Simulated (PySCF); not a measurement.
Zr(Cl)2(SH)2 (Cl2H2S2Zr), SMILES [SH][Zr]([SH])([Cl])[Cl], multiplicity 1.

Geometry optimised at PBE-D3(BJ)/def2-SVP. The spin state was assumed, not searched. The structure was generated by enumeration; whether it is a known compound was not checked. The def2 effective core potentials stand for the cores of Zr; spin–orbit coupling is left out. The values are those of a single conformer.

Level of theory: PBE-D3(BJ)/def2-SVP run with PySCF.

Frequencies are harmonic and unscaled.

```
mode  ν (cm⁻¹)  IR (km/mol)  moving atoms (share of kinetic energy)
----  --------  -----------  --------------------------------------
1           70          3.0                 Cl 41 %, S 38 %, H 17 %
2           84          0.2                         S 60 %, Cl 28 %
3           90          1.7                Cl 53 %, S 25 %, Zr 21 %
4           97          2.8                S 41 %, Cl 34 %, Zr 21 %
5           98          2.2                Cl 47 %, S 33 %, Zr 17 %
6          154         11.0                          H 79 %, S 13 %
7          210         32.2                                  H 95 %
8          340          3.0                 S 55 %, Cl 28 %, H 15 %
9          372         39.3                 S 47 %, Zr 30 %, H 20 %
10         384         54.1                Cl 54 %, Zr 26 %, H 16 %
11         410         89.2                Cl 52 %, Zr 35 %, S 10 %
12         466         33.5                 H 65 %, S 18 %, Zr 10 %
13         485         17.0                          H 74 %, S 17 %
14        2574          1.6                                  H 97 %
15        2580          6.0                                  H 97 %
```
